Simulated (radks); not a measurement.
Q: Neutral hafnium: order these configurations by energy. Calculated with a radial shooting solver on a logarithmic mesh with Libxc functionals: scalar-relativistic Kohn-Sham, r2SCAN, spin-polarised, spherical densities, finite nucleus; meta-GGA in the generalised Kohn-Sham scheme; Fermi nuclear charge, rms radius of each element as measured or else 0.836 A^(1/3) + 0.57 fm. Open shells are filled with parallel spins first. [Xe] 4f14 5d1 6s2 6p1; [Xe] 4f14 5d2 6s1 6p1; [Xe] 4f14 5d2 6s2; [Xe] 4f14 5d3 6s1.

A: From the lowest, in eV above it: [Xe] 4f14 5d2 6s2 0.000; [Xe] 4f14 5d3 6s1 0.812; [Xe] 4f14 5d1 6s2 6p1 2.171; [Xe] 4f14 5d2 6s1 6p1 2.282.
